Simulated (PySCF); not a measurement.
From one molecule to another.

First species: C5H8N3 (charge +1).
Atom-mapped SMILES: `[CH2:1]=[CH:2][n+:3]1[cH:4][cH:5][n:6]([CH3:7])[n:8]1` (hydrogens: H9, H10 on C1; H11 on C2; H12 on C4; H13 on C5; H14, H15, H16 on C7)

Cartesian coordinates in Å at the GFN2-xTB level; atoms count from 1:
```xyz
16
C5H8N3 angstrom
C      2.7942    0.7828    0.0713
C      2.1458   -0.3705    0.0376
N      0.7493   -0.4536    0.1241
C      0.0044   -1.5855    0.1032
C     -1.2979   -1.1683    0.2145
N     -1.2395    0.1779    0.2924
C     -2.3260    1.1008    0.4253
N     -0.0136    0.5978    0.2376
H      2.2791    1.7236    0.1670
H      3.8665    0.8078    0.0022
H      2.6279   -1.3315   -0.0568
H      0.4202   -2.5684    0.0160
H     -2.2136   -1.7229    0.2403
H     -2.8343    0.9520    1.3791
H     -1.9241    2.1111    0.3826
H     -3.0462    0.9559   -0.3802
```

Second species: C4H7FO2Si.
Atom-mapped SMILES: `[O:1]=[C:2]1[CH2:3][O:4][C@@H:5]([CH2:6][F:7])[SiH2:8]1` (hydrogens: H9, H10 on C3; H11 on C5; H12, H13 on C6; H14, H15 on Si8)

Levels: CAM-B3LYP/def2-SVPD for HOMO energy, LUMO energy, HOMO–LUMO gap and static isotropic polarisability; TDDFT CAM-B3LYP/def2-SVPD for lowest singlet excitation; TDA CAM-B3LYP/def2-SVPD for lowest triplet excitation (Tamm–Dancoff). Geometries: GFN2-xTB. Each structure is a single optimised conformer of the isolated species, non-relativistic unless stated; the electronic structure was computed with PySCF and density fitting.

Dipoles, sizes and rotational constants follow the conformer. The torsions of the flexible species, by atom-mapped SMILES:
- `[CH2:1]=[CH:2][n+:3]1[cH:4][cH:5][n:6]([CH3:7])[n:8]1`: C1–C2–N3–C4 180°

The conformers of `O=C1CO[C@@H](CF)[SiH2]1` aren't listed.

Which of the two has the higher S1 energy, and by how much?

The first: 5.28 eV against 3.25 eV, a difference of 2.03 eV.

Which of the two has the higher HOMO energy, and by how much?

The second: -8.11 eV against -13.48 eV, a difference of 5.37 eV.

Which of the two has the higher T1 energy, and by how much?

The first: 3.49 eV against 2.65 eV, a difference of 0.84 eV.

Which has the higher HOMO–LUMO gap?

The first: 8.12 eV against 7.79 eV, a difference of 0.33 eV.

Which has the higher LUMO energy?

The second: -0.32 eV against -5.36 eV, a difference of 5.04 eV.

Which has the higher static isotropic polarisability?

The second: 78.0 au against 75.9 au, a difference of 2.1 au.

On the first: The vertical singlet–triplet gap S1 − T1 is 1.79 eV (TDDFT singlet less Tamm–Dancoff triplet; S1: HOMO→LUMO, weight 0.98; T1: HOMO→LUMO, weight 0.86). The 8 singlets span 5.28 to 8.13 eV, and their oscillator strengths add up to 0.84.

On the second: 1 of the 8 computed singlets lies in the visible range (750 to 380 nm, 1.65 to 3.26 eV), with an oscillator strength of 0.001. S1 lies 4.54 eV below the HOMO–LUMO gap; its leading configuration is HOMO→LUMO, weight 0.93.
